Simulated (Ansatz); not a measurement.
`[SiH3][OH+][B-](Cl)(Cl)Cl`, charge 0, multiplicity 1.

(1) Give a relaxed structure at PBE0-D4/def2-TZVP (the Gaussian-basis code of Ansatz). (An estimate is asked.)

Results:

(1) Ansatz gave: 
```xyz
10

Si   -0.502    0.514    1.308
O     0.099    0.568   -0.316
B     0.348   -0.727   -1.203
Cl    2.055   -1.248   -0.858
Cl    0.081   -0.206   -2.913
Cl   -0.908   -1.882   -0.550
H    -0.089    1.856    1.785
H     0.185   -0.556    2.048
H    -1.966    0.395    1.257
H     0.697    1.286   -0.558
```
This is one stationary point; other conformers may exist.
